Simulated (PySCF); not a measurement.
C₃H₈NO, SMILES C[NH+](C)C=O, charge +1. Geometry optimised at ωB97X-D3(BJ)/def2-SVP. The isomer is the one that the SMILES or the coordinates give; other isomers of the formula were not compared. Other conformers were not sampled.

Computed equilibrium geometry at ωB97X-D3(BJ)/def2-SVP (PySCF confirms it by a frequency run) as Cartesian coordinates in Å (one conformer of several):
```xyz
13

C     -0.6121     1.5346    -0.4313
N     -0.2689     0.3267     0.3944
C     -1.2499    -0.7934     0.2342
C      1.1626    -0.1176     0.0869
O      1.3717    -1.2040    -0.3073
H     -0.6175     1.2400    -1.4892
H      0.1360     2.3198    -0.2561
H     -1.6058     1.8917    -0.1330
H     -0.2671     0.6187     1.3829
H     -1.2447    -1.1135    -0.8148
H     -0.9464    -1.6293     0.8760
H     -2.2416    -0.4218     0.5207
H      1.8921     0.6981     0.2725
```
Charge +1, spin multiplicity 1.
